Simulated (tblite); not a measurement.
Compound: C4H5N2OS2 (doublet state).
Structure used (GFN2-xTB), in Å, numbered top down from 1:
```
atom  x, y, z in Å
C1     2.3246   -0.5473    0.6464
S2     1.3598    0.9709    0.8880
C3     0.4683    0.9668   -0.7032
O4    -0.3050   -0.1883   -0.8652
C5    -1.4805   -0.2059   -0.2427
N6    -2.2094   -1.3510   -0.2752
C7    -3.2959   -1.1830    0.3573
S8    -3.4570    0.3917    1.0123
N9    -1.9853    0.8174    0.3945
H10    2.8043   -0.7728    1.5924
H11    3.0717   -0.3835   -0.1250
H12    1.6480   -1.3493    0.3657
H13   -0.1433    1.8716   -0.7144
H14    1.1990    0.9621   -1.5131
```

Level: GFN2-xTB in tblite, geometry and Hessian alike; calculated harmonic values, unscaled, isolated species. Against measured fundamentals such values can be off by several per cent, at times by over 20. One conformer, not necessarily the lowest. Open shells enter through the occupations alone, without spin polarisation, and single modes of such species can be off by tens of per cent.

Harmonic wavenumbers (cm⁻¹): 33.7, 54.8, 72.6, 134.6, 164.6, 237.9, 274.2, 363.7, 424.6, 502.0, 568.2, 587.9, 662.7, 687.5, 730.9, 765.1, 835.9, 876.6, 945.5, 959.9, 1010.1, 1051.2, 1200.2, 1237.7, 1282.9, 1313.4, 1380.7, 1437.3, 1441.2, 1485.8, 1563.6, 2970.4, 2980.5, 3026.9, 3037.4, 3069.9.

A = 2908, B = 675.6, C = 627.3 MHz; mass 160.984 u (most abundant isotopes); point group C1, symmetry number 1; spin multiplicity 2.

Question: Zero-point energy?

Answer: Half the sum of the wavenumbers: 19686 cm⁻¹ = 56.28 kcal/mol.

Question: Entropy at 273.15 K, 1 bar (ideal gas, RRHO, classical rotation)?

Answer: Translation 40.73, rotation 29.68, vibration 26.56, spin (R ln 2) 1.38: S = 98.4 cal/(mol K).

Question: And Cp and H(273.15 K) − H(0)?

Answer: Cp = 32.56 cal/(mol K), of which vibrations give 24.61 (their classical limit is 36 R = 71.5); H(273.15 K) − H(0) = 5.75 kcal/mol without the zero-point energy, 3.58 from vibrations.

Question: Blend soft modes into free rotors: weight 1/[1 + (100 cm⁻¹/ν̃)⁴] for the oscillator and the rest for a rotor with moment μB/(μ + B), μ = h/(8π²ν), B = 10⁻⁴⁴ kg m². What vibrational entropy results?

Answer: 23.31 cal/(mol K) in place of 26.56, which changes −T·S at 273.15 K by +0.89 kcal/mol.

Question: What must be added to the electronic energy to get the Gibbs energy at 273.15 K and 1 bar?

Answer: ZPE + [H(273.15 K) − H(0)] − T·S = 56.28 + 5.75 − 26.87 = 35.16 kcal/mol.

Question: Which modes carry the vibrational entropy at 273.15 K?

Answer: 33.7 cm⁻¹: 5.43; 54.8 cm⁻¹: 4.46; 72.6 cm⁻¹: 3.91; 134.6 cm⁻¹: 2.71; 164.6 cm⁻¹: 2.33; 237.9 cm⁻¹: 1.66 cal/(mol K); the other 30 give 6.06 together.

Hindered rotation and anharmonicity are outside this model. Other conformers, if any are populated, would add a mixing term that is left out. The structure is chiral; the term R ln 2 for an equal mix with its mirror image is left out.
